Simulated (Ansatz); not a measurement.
Consider the hydrogenolysis of a C–Si bond: `C=C([SiH3])CCl` + H₂ → `C=CCCl` + SiH₄.

Gas-phase electronic energies from Ansatz, PBE0-D4/def2-TZVP geometries. CCSD(T)/CBS is the MP2 limit (def2-TZVPP, def2-QZVPP) plus CCSD(T) − MP2 in def2-TZVPP, frozen cores. This one scheme is used for every species. Functionals use def2-TZVPP. B3LYP here is the variant with VWN-RPA as its local correlation; programs differ in this. Each species was taken in one conformer, which may not be the lowest.

**Question.** Is it downhill or uphill in electronic energy at CCSD(T)/CBS, and by how much? (Best estimate.)

**Answer.** Ansatz gave: Downhill: ΔE = -22.6 kJ/mol.

**Question.** What do these levels give: B3LYP-D4, PBE0, HF/def2-TZVPP, SCS-MP2/def2-TZVPP, CCSD/def2-TZVPP, MP2/CBS(def2)? (Estimate.)

**Answer.** Ansatz gave: B3LYP-D4 -25.1, PBE0 -32.7, HF/def2-TZVPP -54.3, SCS-MP2/def2-TZVPP -25.3, CCSD/def2-TZVPP -31.7, MP2/CBS(def2) -14.4 kJ/mol.

Largest T1 diagnostic among the species: 0.011.

The D4 term adds +15.3 kJ/mol with B3LYP and +8.4 kJ/mol with PBE0; it sums over pairs of atoms, weighted by their polarisabilities, and B3LYP, whose exchange is more repulsive, gets the larger term. In def2-TZVPP, CCSD(T) changes the Hartree–Fock value by +28.7 kJ/mol (the triples alone add +6.0 kJ/mol) and MP2 by +36.9 kJ/mol.
